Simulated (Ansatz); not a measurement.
`[CH3][GeH]1[O][SiH2]1` at its PBE0-D4/def2-TZVP geometry, where that method's forces vanish. The species carries charge 0 and has multiplicity 1.

```csv
atom,x (Å),y (Å),z (Å)
C1,0.2914,-1.6492,-0.6343
Ge2,0.5017,0.2750,-0.4539
O3,-1.2021,1.0564,-0.1863
Si4,-0.4133,1.5260,1.1876
H5,-0.1984,-2.0569,0.2491
H6,1.2661,-2.1243,-0.7563
H7,-0.3180,-1.8601,-1.5149
H8,1.1249,0.9091,-1.7119
H9,-0.1553,2.9793,1.3542
H10,-0.8970,0.9447,2.4668
```

For each bond, give half the difference of the two atoms' forces along it (eV/Å; positive pushes the atoms apart) under PBE-D4, r2SCAN-D4, B3LYP-D4, ωB97M-V in def2-TZVPP. (Estimate.)

Ansatz gave: 
| bond | length (Å) | PBE-D4 | r2SCAN-D4 | B3LYP-D4 | ωB97M-V |
| --- | --- | --- | --- | --- | --- |
| C1–Ge2 | 1.944 | 0.01 | 0.04 | 0.16 | 0.04 |
| C1–H5 | 1.089 | 0.09 | -0.02 | -0.07 | -0.04 |
| C1–H6 | 1.091 | 0.10 | -0.01 | -0.07 | -0.05 |
| C1–H7 | 1.091 | 0.08 | -0.03 | -0.08 | -0.06 |
| Ge2–O3 | 1.893 | 0.53 | 0.14 | 0.27 | 0.02 |
| Ge2–Si4 | 2.258 | 0.27 | 0.07 | 0.24 | 0.10 |
| Ge2–H8 | 1.540 | 0.03 | -0.05 | -0.10 | -0.11 |
| O3–Si4 | 1.652 | 0.62 | 0.14 | 0.16 | 0.03 |
| Si4–H9 | 1.485 | -0.03 | -0.04 | -0.13 | -0.14 |
| Si4–H10 | 1.486 | -0.03 | -0.04 | -0.13 | -0.14 |

B3LYP here is the variant with VWN-RPA as its local correlation; programs differ in this.
